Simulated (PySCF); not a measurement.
F₆Mo, singlet, geometry from GFN2-xTB (such geometries of metal compounds can be far from the true shape) (core potentials on Mo), with bond 7-1 at 2.2 times its length; PBE0/def2-SV(P) (PySCF).

The PySCF input:
```python
from pyscf import gto, scf, dft

mol = gto.Mole()
mol.atom = '''
    Mo    0.000000   -0.000000   -0.000000
    F     1.038304   -0.438275   -1.321262
    F    -1.038304    0.438275    1.321262
    F    -1.103890    0.744977   -1.114599
    F    -0.848084   -1.506260   -0.166820
    F     0.848084    1.506260    0.166820
    F     2.428557   -1.638948    2.452119
'''
mol.basis = 'def2-sv(p)'
mol.ecp = {'Mo': 'def2-sv(p)'}
mol.charge = 0
mol.spin = 0
mol.verbose = 4
mol.build()

mf = dft.RKS(mol)
mf.xc = 'pbe0'
mf.kernel()
mo_i, mo_e, stable_i, stable_e = mf.stability(internal=True, external=True, return_status=True, nroots=6, tol=1e-6)
print('internally stable:', stable_i, ' externally stable:', stable_e)
if not stable_e:
    umf = mf.to_uhf() if not hasattr(mf, 'xc') else mf.to_uks()
    umf.scf_summary = {}
    umf.kernel(umf.make_rdm1(mo_e, umf.mo_occ))
```

Output, abridged:

```
PySCF version 2.14.0

[INPUT] verbose = 4
[INPUT] num. atoms = 7
[INPUT] num. electrons = 68
[INPUT] charge = 0
[INPUT] spin (= nelec alpha-beta = 2S) = 0
[INPUT] symmetry False subgroup None
[INPUT] Mole.unit = angstrom
[INPUT] Symbol           X                Y                Z      unit          X                Y                Z       unit  Magmom
[...]
nuclear repulsion = 422.292387037203
number of shells = 46
number of NR pGTOs = 194
number of NR cGTOs = 108
basis = def2-sv(p)
ecp = {'Mo': 'def2-sv(p)'}

******** <class 'pyscf.dft.rks.RKS'> ********
method = RKS
initial guess = minao
damping factor = 0
level_shift factor = 0
DIIS = <class 'pyscf.scf.diis.CDIIS'>
diis_start_cycle = 1
diis_space = 8
diis_damp = 0
SCF conv_tol = 1e-09
SCF conv_tol_grad = None
SCF max_cycles = 50
direct_scf = True
direct_scf_tol = 1e-13
XC library pyscf.dft.libxc version 7.1.2
    S. Lehtola, C. Steigemann, M. J. T. Oliveira, and M. A. L. Marques,  SoftwareX 7, 1–5 (2018)
XC functionals = pbe0
    C. Adamo and V. Barone,  J. Chem. Phys. 110, 6158 (1999)
    M. Ernzerhof and G. E. Scuseria,  J. Chem. Phys. 110, 5029 (1999)
radial grids:
    Treutler-Ahlrichs [JCP 102, 346 (1995); DOI:10.1063/1.469408] (M4) radial grids

becke partition: Becke, JCP 88, 2547 (1988); DOI:10.1063/1.454033
pruning grids: <function nwchem_prune>
grids dens level: 3
symmetrized grids: False
atomic radii adjust function: <function treutler_atomic_radii_adjust>
small_rho_cutoff = 0
Set gradient conv threshold to 3.16228e-05
Initial guess from minao.
tot grids = 108016
init E= -658.745609665504
cycle= 1 E= -665.321881739224  delta_E= -6.58  |g|= 1.84  |ddm|= 3.43
cycle= 2 E= -648.417775020166  delta_E= 16.9  |g|= 5.08  |ddm|= 5.93
cycle= 3 E= -665.521138281252  delta_E= -17.1  |g|= 1.67  |ddm|= 5.56
cycle= 4 E= -665.875711737517  delta_E= -0.355  |g|= 0.772  |ddm|= 0.635
cycle= 5 E= -651.927892138124  delta_E= 13.9  |g|= 3.24  |ddm|= 4.61
cycle= 6 E= -666.056395405474  delta_E= -14.1  |g|= 0.356  |ddm|= 4.45
cycle= 7 E= -652.152866730787  delta_E= 13.9  |g|= 3.22  |ddm|=  4.4
cycle= 8 E= -652.159869866338  delta_E= -0.007  |g|= 3.24  |ddm|= 0.0366
cycle= 9 E= -652.108223557519  delta_E= 0.0516  |g|= 3.24  |ddm|= 0.0451
cycle= 10 E= -651.989911901801  delta_E= 0.118  |g|= 3.31  |ddm|= 0.105
cycle= 11 E= -652.070024450368  delta_E= -0.0801  |g|=  3.3  |ddm|= 0.0799
cycle= 12 E= -665.892042792831  delta_E= -13.8  |g|= 0.984  |ddm|= 4.06
[...]
converged SCF energy = -666.084543017404
<class 'pyscf.dft.rks.RKS'> wavefunction has an internal instability
<class 'pyscf.dft.rks.RKS'> wavefunction has an real -> complex instability
<class 'pyscf.dft.rks.RKS'> wavefunction has an RHF/RKS -> UHF/UKS instability
internally stable: False  externally stable: False
[...]
cycle= 21 E= -665.342112152596  delta_E= 0.135  |g|= 0.956  |ddm|= 0.167
cycle= 22 E= -665.988195671453  delta_E= -0.646  |g|= 0.473  |ddm|= 0.938
cycle= 23 E= -666.108470402203  delta_E= -0.12  |g|= 0.232  |ddm|= 0.535
cycle= 24 E= -666.116209546542  delta_E= -0.00774  |g|= 0.209  |ddm|= 0.215
cycle= 25 E= -666.123488848014  delta_E= -0.00728  |g|= 0.167  |ddm|= 0.114
cycle= 26 E= -666.129876574036  delta_E= -0.00639  |g|= 0.113  |ddm|= 0.0927
cycle= 27 E= -666.133585203325  delta_E= -0.00371  |g|= 0.0577  |ddm|= 0.0757
cycle= 28 E= -666.134894418098  delta_E= -0.00131  |g|= 0.0167  |ddm|= 0.104
cycle= 29 E= -666.134966665973  delta_E= -7.22e-05  |g|= 0.00752  |ddm|= 0.0281
cycle= 30 E= -666.135194069292  delta_E= -0.000227  |g|= 0.00434  |ddm|= 0.0837
cycle= 31 E= -666.134251870983  delta_E= 0.000942  |g|= 0.0647  |ddm|= 0.281
cycle= 32 E= -666.135117665317  delta_E= -0.000866  |g|= 0.0467  |ddm|= 0.0437
cycle= 33 E= -666.135266980557  delta_E= -0.000149  |g|= 0.042  |ddm|= 0.0131
cycle= 34 E= -666.135961773338  delta_E= -0.000695  |g|= 0.00402  |ddm|= 0.0359
cycle= 35 E= -666.135905442698  delta_E= 5.63e-05  |g|= 0.0128  |ddm|= 0.0138
cycle= 36 E= -666.135966847813  delta_E= -6.14e-05  |g|= 0.00616  |ddm|= 0.0122
cycle= 37 E= -666.135963739174  delta_E= 3.11e-06  |g|= 0.0075  |ddm|= 0.00409
cycle= 38 E= -666.135969502959  delta_E= -5.76e-06  |g|= 0.00686  |ddm|= 0.00208
cycle= 39 E= -666.136000622998  delta_E= -3.11e-05  |g|= 0.00155  |ddm|= 0.0139
cycle= 40 E= -666.136031402163  delta_E= -3.08e-05  |g|= 0.00123  |ddm|= 0.0286
cycle= 41 E= -666.136032064702  delta_E= -6.63e-07  |g|= 0.0013  |ddm|= 0.000907
cycle= 42 E= -666.136030394158  delta_E= 1.67e-06  |g|= 0.00156  |ddm|= 0.0022
cycle= 43 E= -666.136059641874  delta_E= -2.92e-05  |g|= 0.00129  |ddm|= 0.0276
cycle= 44 E= -666.135993462575  delta_E= 6.62e-05  |g|= 0.00181  |ddm|= 0.0618
cycle= 45 E= -666.136104780245  delta_E= -0.000111  |g|= 0.00169  |ddm|= 0.106
cycle= 46 E= -666.136213248238  delta_E= -0.000108  |g|= 0.0118  |ddm|= 0.294
cycle= 47 E= -666.136233695275  delta_E= -2.04e-05  |g|= 0.00561  |ddm|= 0.124
cycle= 48 E= -666.136034139247  delta_E= 0.0002  |g|= 0.00152  |ddm|= 0.24
cycle= 49 E= -666.136006727956  delta_E= 2.74e-05  |g|= 0.00168  |ddm|= 0.0254
cycle= 50 E= -666.135991920585  delta_E= 1.48e-05  |g|= 0.00194  |ddm|= 0.0134
SCF not converged.
SCF energy = -666.135991920585 after 50 cycles  <S^2> = 0.91567685  2S+1 = 2.1593303
```

The run did not converge; its last values are not results.
